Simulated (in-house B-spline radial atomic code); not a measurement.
A run on neutral promethium (an excited or competing configuration) that did not converge. Method: scalar-relativistic (X2C) B97-1, spin-polarised, spherical fractional occupations, Fermi nucleus of rms radius 4.962 fm; computed with an all-electron radial atomic-structure program (B-spline basis).

Command:
```bash
python run_scf.py task.json out
```
Settings (nuclear radius in fm, mass in u):
```
Z                61
configuration    [Xe] 4f4 6s2 6f1
hamiltonian      x2c
method           b97_1
spin_polarised   True
nucleus          fermi
rms_radius       4.962
atomic_mass      144.91276
speed_of_light   137.035999084
```

First and last ten iterations of the last attempt (damped for 15 steps, keeping 80 % of the old Fock matrix, then DIIS):
```
 iter        energy (Eh)    residual
    1      -10002.197314    5.66e-01
    2      -10005.889974    6.36e-01
    3      -10012.692362    4.23e-01
    4      -10016.158342    2.66e-01
    5      -10017.849547    1.73e-01
    6      -10018.625385    1.14e-01
    7      -10018.976168    7.30e-02
    8      -10019.138455    4.75e-02
    9      -10019.205483    3.26e-02
   10      -10019.232593    2.26e-02
  111      -10019.261312    4.74e-05
  112      -10019.261310    3.60e-05
  113      -10019.261310    3.76e-05
  114      -10019.261309    4.02e-05
  115      -10019.261308    4.63e-05
  116      -10019.261310    2.63e-05
  117      -10019.261311    2.70e-05
  118      -10019.261311    4.03e-05
  119      -10019.261312    4.47e-05
  120      -10019.261311    2.73e-05
 not converged after 120 iterations
```

The smallest residual met was 1.6e-05; the threshold is about 6e-07. Over the last five steps the energy moves by less than 3e-06 hartree, but the orbitals didn't meet the threshold. Cost of the run: 4.8 s on 1 thread of Arm Neoverse V2, with other jobs on the host.
